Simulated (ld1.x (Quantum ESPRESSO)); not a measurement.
**Reading a pseudo-wave (Yb (Z = 70))**

Columns: radius, all-electron u(r) and pseudo u(r) of the 5p shell (level -31.01 eV) of ytterbium in the configuration [Kr] 4d10 4f13 5s2 5p6 5d1 6s2 6p0; Wu–Cohen, scalar-relativistic, TM scheme, ld1.x (Quantum ESPRESSO) 7.5.

```json
{"r (bohr)": "0.108", "all-electron": "-0.1693", "pseudo": "-0.0122"}
{"r (bohr)": "0.215", "all-electron": "-0.1652", "pseudo": "-0.0484"}
{"r (bohr)": "0.322", "all-electron": "0.3452", "pseudo": "-0.1087"}
{"r (bohr)": "0.430", "all-electron": "0.4813", "pseudo": "-0.1942"}
{"r (bohr)": "0.538", "all-electron": "0.2637", "pseudo": "-0.3034"}
{"r (bohr)": "0.645", "all-electron": "-0.0788", "pseudo": "-0.4315"}
{"r (bohr)": "0.752", "all-electron": "-0.4061", "pseudo": "-0.5718"}
{"r (bohr)": "0.860", "all-electron": "-0.6628", "pseudo": "-0.7122"}
{"r (bohr)": "0.968", "all-electron": "-0.8344", "pseudo": "-0.8338"}
{"r (bohr)": "1.075", "all-electron": "-0.9297", "pseudo": "-0.9190"}
{"r (bohr)": "1.182", "all-electron": "-0.9664", "pseudo": "-0.9600"}
{"r (bohr)": "1.290", "all-electron": "-0.9598", "pseudo": "-0.9581"}
{"r (bohr)": "1.398", "all-electron": "-0.9232", "pseudo": "-0.9230"}
{"r (bohr)": "1.505", "all-electron": "-0.8682", "pseudo": "-0.8682"}
{"r (bohr)": "1.612", "all-electron": "-0.8027", "pseudo": "-0.8027"}
{"r (bohr)": "1.720", "all-electron": "-0.7318", "pseudo": "-0.7318"}
{"r (bohr)": "1.828", "all-electron": "-0.6601", "pseudo": "-0.6601"}
{"r (bohr)": "1.935", "all-electron": "-0.5911", "pseudo": "-0.5911"}
{"r (bohr)": "2.042", "all-electron": "-0.5257", "pseudo": "-0.5257"}
{"r (bohr)": "2.150", "all-electron": "-0.4645", "pseudo": "-0.4645"}
{"r (bohr)": "2.258", "all-electron": "-0.4086", "pseudo": "-0.4086"}
{"r (bohr)": "2.365", "all-electron": "-0.3586", "pseudo": "-0.3586"}
{"r (bohr)": "2.472", "all-electron": "-0.3137", "pseudo": "-0.3137"}
{"r (bohr)": "2.580", "all-electron": "-0.2735", "pseudo": "-0.2735"}
{"r (bohr)": "2.688", "all-electron": "-0.2379", "pseudo": "-0.2379"}
{"r (bohr)": "2.795", "all-electron": "-0.2068", "pseudo": "-0.2068"}
```

How many radial nodes do the two functions have?

The all-electron 5p function has n − l − 1 = 3 (the table is too coarse to show those close to the nucleus); the pseudo-wave has 0, since the states of the same l below it are removed with the core.

At about which radius was the pseudo-wave matched?

1.55 bohr. The columns agree to 0.0005 from 1.40 bohr on; several derivatives are matched, so the curves merge somewhat inside the radius.

Is the pseudo-wave norm-conserving?

Yes: the TM scheme keeps the norm inside the radius equal to the all-electron one, which fixes the energy derivative of the logarithmic derivative at the level.
